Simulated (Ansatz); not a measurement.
Ansatz (a first-principles code) input:

Ansatz 0.2 input:
```yaml
crystal:
  periodic: [false, false, false]
  atoms:
    - {symbol: Au, position_ang: [-0.23543893, -0.23089208, -0.20701558]}
    - {symbol: O, position_ang: [1.72881556, 1.35808963, 1.44146641]}
    - {symbol: C, position_ang: [0.79485855, 1.22929287, 0.80374993]}
basis:
  gaussian:
    orbitals: def2-TZVPD
hamiltonian:
  xc: {name: wB97M-V}
magnetization: {spin_polarized: true, initial_magnetization: 1}
output: {forces: true}
```

Problem. What final total energy does it print?

Solution. -248.96783 Eh (wB97M-V/def2-TZVPD). The basis has 120 functions.

The spin state was set by rule; other spins were not relaxed.
